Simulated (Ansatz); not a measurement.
The cluster Si3W3⁻ was relaxed with PBE-D4 (def2-SVPD) in Ansatz in these states: charge -1 doublet, charge -1 quartet. The geometries follow in no particular order.

In the def2 sets W takes a core potential; there is no spin–orbit coupling.

A:

```xyz
6

W     1.371    0.465    0.252
W    -1.371   -1.316    0.552
W    -0.209   -0.426   -1.265
Si    0.283    2.146   -1.123
Si    0.919   -1.969    0.775
Si   -0.993    1.100    0.808
```

B:

```xyz
6

W     0.348   -0.606    1.141
W    -0.744   -0.815   -1.411
W     0.885    0.708   -0.684
Si   -0.113    1.772    1.625
Si    1.373   -1.933   -0.774
Si   -1.750    0.875    0.103
```

Problem. Judge from the bond lengths which geometry belongs to which state (an estimate).

Solution. A is the charge -1 doublet (W1–W2 3.283 Å, W1–Si6 2.510 Å, Si4–Si6 2.540 Å); B is the charge -1 quartet (W1–W2 2.783 Å, W1–Si6 2.769 Å, Si4–Si6 2.408 Å).

At PBE-D4/def2-SVPD the highest occupied level of the charge -1 doublet lies above zero (up to 0.09 eV). By energy differences its removal costs 1.85 eV (vertical, to the charge 0 singlet, at PBE0-D4/def2-TZVPD). At PBE-D4/def2-SVPD the highest occupied level of the charge -1 quartet lies above zero (up to 0.24 eV). It is a level of α spin, whose loss leaves a triplet; that state wasn't run at this geometry and level. The electron is either unbound and held by the finite basis, or the level is raised by self-interaction error. At PBE0-D4/def2-TZVPD a doublet lies 0.18 eV below the charge -1 quartet. These are the stationary points nearest to one start from a short search; other shapes may lie lower in each state.
